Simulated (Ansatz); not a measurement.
```yaml
crystal:
  periodic: [false, false, false]
  atoms:
    - {symbol: C, position_ang: [-1.975213, 1.676728, 0.611950]}
    - {symbol: O, position_ang: [-0.997969, 0.864002, 0.060217]}
    - {symbol: Y, position_ang: [0.557899, -0.137262, -0.745349]}
    - {symbol: C, position_ang: [1.004652, -2.253286, 0.246714]}
    - {symbol: O, position_ang: [2.105116, 0.734464, -1.711420]}
    - {symbol: H, position_ang: [-1.937687, 2.693357, 0.197986]}
    - {symbol: H, position_ang: [-1.858296, 1.756758, 1.700408]}
    - {symbol: H, position_ang: [-2.979128, 1.276378, 0.419222]}
    - {symbol: H, position_ang: [1.526974, -2.134402, 1.207337]}
    - {symbol: H, position_ang: [1.650768, -2.898806, -0.362998]}
    - {symbol: H, position_ang: [0.099733, -2.832958, 0.473324]}
    - {symbol: H, position_ang: [2.803131, 1.255007, -2.097379]}
basis:
  gaussian: {orbitals: def2-TZVPD}
total_charge: 1
magnetization: {spin_polarized: true, initial_magnetization: 9}
hamiltonian: {xc: {name: wB97}}
scf: {lower_state_search: off}
output: {forces: true}
```

```sh
$ ansatz run in.yaml --threads 4 --pin off --events-out ev --progress --plain --max-ram 10444MiB
```

Shortened log:

```
Functional definition: wB97
1409 factors; their error is unknown
681 factors; integrals over basis functions are off by at most 2.0e-5 eV
mean field evaluation 1: about -7276.2840 eV, gradient 4.8e1 eV
mean field evaluation 2: about -7218.6645 eV, gradient 1.1e2 eV
mean field evaluation 4: about -7287.2412 eV, gradient 8.6e0 eV
mean field evaluation 8: about -7288.3550 eV, gradient 1.9e0 eV
mean field evaluation 16: about -7289.5972 eV, gradient 7.6e-1 eV
mean field -7289.74940175 eV, -267.8933493446 hartree, gradient 3.5e-6 eV, S^2 24.770066; 0 other end points of the search recorded, 0 dependent functions left out
reference -7289.74940538 eV, -267.8933494783 hartree; 27, 18 occupied and 230, 239 virtual orbitals, 1409 factors
Total energy: -7289.74940538 eV, -267.8933494783 hartree
Atom 0 at    -1.975213     1.676728     0.611950 Å, force     2.288971    -1.979521    -1.207352 eV/Å
Atom 1 at    -0.997969     0.864002     0.060217 Å, force    -9.237691     6.146576     4.653562 eV/Å
Atom 2 at     0.557899    -0.137262    -0.745349 Å, force    -0.827275    -6.226101     0.323333 eV/Å
Atom 3 at     1.004652    -2.253286     0.246714 Å, force     1.150723    -3.832910     2.302357 eV/Å
Atom 4 at     2.105116     0.734464    -1.711420 Å, force    -1.806674    -2.697740     0.518592 eV/Å
Atom 5 at    -1.937687     2.693357     0.197986 Å, force     0.518518     0.611888    -0.607001 eV/Å
Atom 6 at    -1.858296     1.756758     1.700408 Å, force     0.616360    -0.214204     0.804830 eV/Å
Atom 7 at    -2.979128     1.276378     0.419222 Å, force    -0.457155    -0.690715    -0.497503 eV/Å
Atom 8 at     1.526974    -2.134402     1.207337 Å, force    -0.066438     1.070603    -0.202457 eV/Å
Atom 9 at     1.650768    -2.898806    -0.362998 Å, force    -0.022642     0.680538    -0.917947 eV/Å
Atom 10 at     0.099733    -2.832958     0.473324 Å, force    -0.640933     0.804372    -0.538327 eV/Å
Atom 11 at     2.803131     1.255007    -2.097379 Å, force     8.484235     6.327213    -4.632087 eV/Å
Dipole moment:    -1.735378     0.072470     1.149771 e Å
Checks for a lower state left out: stability, starts, cluster_reference, orbital_swaps, neighbouring_geometries, increment
```

In this input the spin is set far too high for this molecule. The run converged. The result belongs to that input, not to the molecule as meant.
